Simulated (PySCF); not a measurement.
# One molecule, several mistakes: AlBCH4Si

These are calculations, not measurements. The program is PySCF 2.14.0, an open-source quantum chemistry code, run on an isolated molecule that a program drew, which may never have been made. The molecule is AlBCH4Si (charge 0, singlet), drawn as the SMILES string `B[SiH]=[CH][Al]`.

Each row is a Hartree-Fock (HF) and frozen-core CCSD(T) single point in the cc-pV(D+d)Z basis, meant for a local HF minimum. Run 1 is clean. Each other run has one planted mistake out of seven kinds, and not every kind appears here: one electron removed, one electron added, multiplicity raised by two, geometry at a saddle point, minimal basis STO-3G, one bond length entered in bohr, all coordinates scaled. The reference is restricted for singlets and unrestricted otherwise, and also for a bond in bohr. Adding or removing an electron swaps singlet and doublet. Electrons count all cores. HOMO and LUMO are orbital energies over both spins, the gradient is its largest component, and the lowest frequency (negative if imaginary) is given only where the gradient is small. Bond lengths are over the 7 bonds as drawn. T1 is the CCSD diagnostic: over 0.02 (restricted) or 0.045 (unrestricted) a single reference is doubtful.

Geometry of the clean run:
```xyz
8
AlBCH4Si, angstrom
B    -1.8533   -1.3557   -1.2884
Si   -0.9129   -0.0799   -2.5465
C     0.5612   -0.4056   -3.3627
Al    1.4169    0.8936   -4.5778
H    -2.8831   -1.0720   -0.7457
H    -1.3661   -2.4293   -1.0786
H    -1.5544    1.2358   -2.7745
H     0.9972   -1.3879   -3.1639
```

| run | electrons | basis functions | <S^2> | HOMO (eV) | LUMO (eV) | gradient (hartree/bohr) | lowest frequency (cm^-1) | mean bond (Å) | longest bond (Å) | T1 | HF (hartree) | CCSD(T) (hartree) | mistake |
|---|---|---|---|---|---|---|---|---|---|---|---|---|---|
| 1 | 42 | 94 | 0.000 | -7.53 | 0.06 | 1.8e-05 | 87 | 1.5262 | 2.024 | 0.0185 | -595.63960 | -596.06746 | no fault |
| 2 | 42 | 94 | 2.388 | -6.11 | -0.25 | 4.6e-02 | - | 1.5262 | 2.024 | 0.0690 | -595.59549 | -596.00278 | multiplicity raised by two |
| 3 | 42 | 94 | 0.000 | -7.65 | 0.09 | 2.0e-02 | - | 1.5751 | 2.088 | 0.0189 | -595.63284 | -596.06536 | all coordinates scaled |
| 4 | 41 | 94 | 0.824 | -13.35 | -5.49 | 1.9e-02 | - | 1.5262 | 2.024 | 0.0256 | -595.40241 | -595.79250 | ? |

**Which mistake was planted in run 4, and what did it cost?**

It counts 41 electrons, one fewer than the clean run, at the same geometry and basis. So the mistake is: one electron removed. Subtracting run 1 and multiplying by 627.51 kcal/mol a hartree, the energy moved by 148.8 kcal/mol in HF and 172.5 kcal/mol in CCSD(T).

Cautions from the logs. Run 2: T1 is over the limit, so its CCSD(T) energy is less reliable.
